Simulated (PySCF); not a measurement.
A structure optimised at PBE0-D3(BJ)/def2-SVP, used in a PySCF frequency run:

```
C
H 1 1.0969
C 1 1.5016 2 114.82
H 3 1.0969 1 114.82 2 148.25
C 1 1.5030 2 115.13 3 -66.99
H 5 1.0942 1 118.37 2 -2.16
H 5 1.0942 6 114.11 3 -145.60
C 3 1.5047 4 114.46 1 146.59
H 8 1.1015 3 110.95 4 -179.74
H 8 1.1019 9 107.55 3 -122.15
H 8 1.1019 9 107.46 10 -115.73
C 1 1.5047 2 114.46 3 146.59
H 12 1.1015 1 110.95 2 -179.74
H 12 1.1019 13 107.55 1 -122.15
H 12 1.1019 13 107.46 14 -115.73
```
Charge 0, spin multiplicity 1.

Write its SMILES, formula and point group.

C[C@H]1C[C@@H]1C, C₅H₁₀, C2

What are its rotational constants (standard atomic weights)?

10.045, 3.4337, 2.9634 GHz
